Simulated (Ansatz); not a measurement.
C2H10Si2, SMILES `[SiH3]CC[SiH3]` (Si–C–C–Si torsion 180°) (charge 0, multiplicity 1).

The numbers are results of Ansatz (a program for electronic structure) with HSE06/cc-pVTZ // PBE0-D3(BJ)/def2-TZVP, not measurements.

Ansatz 0.2 input:
```yaml
crystal:
  periodic: [false, false, false]
  atoms:
    - { symbol: Si, position_ang: [-2.217752, -0.540874, 0.041743] }
    - { symbol: C, position_ang: [-0.433403, -0.183915, 0.506511] }
    - { symbol: C, position_ang: [0.433403, 0.183917, -0.704286] }
    - { symbol: Si, position_ang: [2.217752, 0.540872, -0.239518] }
    - { symbol: H, position_ang: [-3.032234, -0.894278, 1.236852] }
    - { symbol: H, position_ang: [-2.819431, 0.655329, -0.609535] }
    - { symbol: H, position_ang: [-2.271704, -1.672412, -0.924586] }
    - { symbol: H, position_ang: [-0.423527, 0.624365, 1.246069] }
    - { symbol: H, position_ang: [-0.026399, -1.063372, 1.01765] }
    - { symbol: H, position_ang: [0.423524, -0.624363, -1.443844] }
    - { symbol: H, position_ang: [0.026398, 1.063375, -1.215425] }
    - { symbol: H, position_ang: [3.032239, 0.894257, -1.43463] }
    - { symbol: H, position_ang: [2.271708, 1.672422, 0.726797] }
    - { symbol: H, position_ang: [2.819421, -0.655326, 0.411775] }
basis:
  gaussian: { orbitals: cc-pVTZ }
hamiltonian:
  xc: hse06
```

Output:

```
Functional definition: HSE06
1514 factors; their error is unknown
138 factors; integrals over basis functions are off by at most 7.4e-7 eV
mean field evaluation 1: about -17975.9363 eV, gradient 5.6e1 eV
mean field evaluation 2: about -17966.8737 eV, gradient 7.8e1 eV
mean field evaluation 4: about -17983.4603 eV, gradient 1.4e0 eV
mean field evaluation 8: about -17983.5209 eV, gradient 2.9e-1 eV
mean field evaluation 16: about -17983.5210 eV, gradient 3.2e-5 eV
mean field -17983.52101169 eV, -660.8822075112 hartree, gradient 3.2e-5 eV, S^2 0.000000; 0 other end points of the search recorded, 0 dependent functions left out
reference -17983.52106241 eV, -660.8822093753 hartree; 25, 25 occupied and 243, 243 virtual orbitals, 1514 factors
Total energy: -17983.52106241 eV, -660.8822093753 hartree
```
